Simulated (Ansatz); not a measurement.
Cost and result up the ladder for `CCC(Cl)CC(Cl)CC(Cl)CC(Cl)CC(C)Cl` (38 atoms). The state is a singlet with charge 0. Geometry: r2SCAN-D4/def2-SVP.

```
atom    x (Å)    y (Å)    z (Å)
  C1   1.7667   4.4872   0.7184
  C2   0.4597   4.0213   0.0913
  C3  -0.6126   3.6162   1.0919
 Cl4  -0.9998   5.0105   2.2054
  C5  -1.9328   3.1683   0.4628
  C6  -1.7844   2.0269  -0.5388
 Cl7  -3.4313   1.6651  -1.2322
  C8  -1.2009   0.7501   0.0461
  C9  -0.9086  -0.3376  -0.9744
Cl10   0.3670   0.2712  -2.1347
 C11  -0.4301  -1.6281  -0.3299
 C12  -0.1463  -2.7719  -1.2898
Cl13  -1.6361  -3.1398  -2.2730
 C14   0.2848  -4.0675  -0.6107
 C15   1.4860  -3.9569   0.3195
 C16   1.9414  -5.3036   0.8436
Cl17   2.8769  -3.1514  -0.5510
 H18   2.5140   4.7085  -0.0577
 H19   1.6149   5.3948   1.3198
 H20   2.1887   3.7123   1.3787
 H21   0.6573   3.1397  -0.5465
 H22   0.0456   4.8009  -0.5730
 H23  -0.2184   2.8416   1.7702
 H24  -2.3875   4.0300  -0.0517
 H25  -2.6319   2.8680   1.2605
 H26  -1.1892   2.3423  -1.4080
 H27  -0.2626   0.9931   0.5759
 H28  -1.9050   0.3479   0.7967
 H29  -1.7935  -0.5255  -1.6000
 H30  -1.1969  -1.9453   0.4012
 H31   0.5016  -1.4167   0.2250
 H32   0.6106  -2.4566  -2.0219
 H33  -0.5603  -4.4577  -0.0142
 H34   0.4962  -4.8172  -1.3911
 H35   1.2643  -3.2800   1.1594
 H36   2.2245  -5.9679   0.0130
 H37   1.1214  -5.7793   1.4063
 H38   2.8063  -5.1933   1.5128
```

Ansatz on 2 threads of AMD EPYC 7R13 on a shared host and a share (18 GiB) of an NVIDIA H100 80GB HBM3. Times are rough, and most runs start from the orbitals of an earlier one. ωB97M-V/def2-TZVP serves as the yardstick here, not as an exact answer. Differences are given only for rows in sets of like size (and for xTB, whose basis is part of the method), since another set adds its own error. Binding counts from free atoms at the same level (C triplet, Cl doublet, H doublet; other spins of the atoms weren't run), without zero-point energy or a counterpoise term.

B3LYP takes the VWN-RPA correlation. HSE06 is defined as in plane-wave codes, on full-range PBE exchange. Correlated methods freeze 37 core orbitals. The rows differ in basis, and correlated rows in double-zeta sets carry the largest basis error. Single mean-field runs in def2-TZVP are fitted with def2-universal-jkfit.

Correlated methods converge slowly with the basis, most of all in double-zeta sets.

```
                           level  functions  wall time  binding energy per atom (eV)  difference from ωB97M-V/def2-TZVP (eV)
                        HF/6-31G        215      1.8 s                          2.84                                       –
                  B3LYP-D4/6-31G        215      2.6 s                          3.96                                       –
                    MP2/def2-SVP        363      2.7 s                          3.95                                       –
                 PBE-D4/def2-SVP        363      2.9 s                          4.21                                       –
                PBE0-D4/def2-SVP        363      3.3 s                          4.16                                       –
                PBE-D4/def2-TZVP        683      3.9 s                          4.17                                    0.09
             r2SCAN-D4/def2-TZVP        683        5 s                          4.08                                    0.00
 PBE0-D4/def2-TZVP (with forces)        683      6.5 s                          4.11                                    0.03
HSE06-D4/def2-TZVP (with forces)        683        8 s                          4.11                                    0.03
               ωB97M-V/def2-TZVP        683        9 s                          4.08                                    0.00
```
